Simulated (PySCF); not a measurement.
CaF, SMILES [Ca+][F], charge +1. Geometry: B3LYP-D3(BJ)/def2-TZVPD. The multiplicity is an assumed one; other spin states were not compared.

Computed equilibrium geometry at B3LYP-D3(BJ)/def2-TZVPD (PySCF confirms it by a frequency run) as Cartesian coordinates in Å, and its point group:
point group C∞v.
```xyz
2

Ca     0.0000     0.0000    -0.5852
F      0.0000     0.0000     1.3005
```
Charge +1, spin multiplicity 1.
